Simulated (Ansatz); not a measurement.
Basis sets compared for Sn(OEt)Me3 (C₅H₁₄OSn). Total charge 0; singlet. Geometry PBE-D4/def2-SVP. Ansatz on 4 threads of AMD EPYC 9R45 on a shared host; times are rough, and most runs start from earlier orbitals.

```xyz
21

C     0.1840   -1.6380   -1.0750
C     1.1524   -2.7356   -1.5003
C    -0.7858    2.0676   -1.1415
C     1.3734    1.7934    1.7574
C    -1.8246    0.0948    1.7026
O     0.8482   -0.7492   -0.2033
Sn   -0.1496    0.8553    0.5458
H    -0.7126   -2.1100   -0.5923
H    -0.2033   -1.1191   -1.9919
H     0.6649   -3.4597   -2.1855
H     2.0293   -2.2953   -2.0169
H     1.5236   -3.2851   -0.6115
H    -1.2970    2.9811   -0.7783
H    -1.4836    1.4959   -1.7836
H     0.0991    2.3612   -1.7389
H     0.9446    2.6298    2.3427
H     2.1793    2.1803    1.1052
H     1.7990    1.0433    2.4508
H    -2.3814    0.9367    2.1597
H    -1.4487   -0.5692    2.5051
H    -2.5111   -0.4784    1.0496
```

In the def2 sets Sn takes a core potential; there is no spin–orbit coupling.

Binding counts from free atoms (C triplet, O triplet, Sn triplet, H doublet) in the same basis, without a counterpoise term.

```csv
level,functions,energy (Eh),HOMO (eV),LUMO (eV),binding per atom (eV),wall time
PBE-D4/def2-SVP,180,-487.9174,-5.19,-0.30,3.92,1 s
PBE0-D4/def2-SVP,180,-487.9702,-6.76,0.63,3.87,1.4 s
```

(1) Estimate the rows for PBE-D4/def2-TZVP (with forces), PBE0-D4/def2-TZVP.

Results:

(1) 
| level | functions | energy (Eh) | HOMO (eV) | LUMO (eV) | binding per atom (eV) | wall time |
| --- | --- | --- | --- | --- | --- | --- |
| PBE-D4/def2-TZVP (with forces) | 320 | -488.2442 | -5.42 | -0.68 | 3.90 | 2.2 s |
| PBE0-D4/def2-TZVP | 320 | -488.2882 | -6.92 | 0.19 | 3.85 | 3.4 s |
